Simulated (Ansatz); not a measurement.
`C#[C][In]([Cl])[Cl]` at its PBE0-D4/def2-TZVP geometry, where that method's forces vanish. Total charge 0; spin multiplicity 1. In takes the def2 core potential.

```xyz
6

C    -1.0548    1.7616    0.2549
C    -0.4397    0.7346    0.1053
In    0.6074   -1.0142   -0.1472
Cl   -0.3418   -3.0895    0.1505
Cl    2.8276   -1.0625   -0.7510
H    -1.5986    2.6699    0.3874
```

Q: What forces (eV/Å) does ωB97M-V/def2-TZVPP give on these atoms in Ansatz? (Estimate.)

A: The calculation gave: 
```
C1   0.096 -0.159 -0.023
C2  -0.163  0.272  0.040
In3  0.029 -0.049 -0.007
Cl4  0.006  0.014 -0.002
Cl5 -0.015  0.001  0.004
H6   0.047 -0.078 -0.012
```
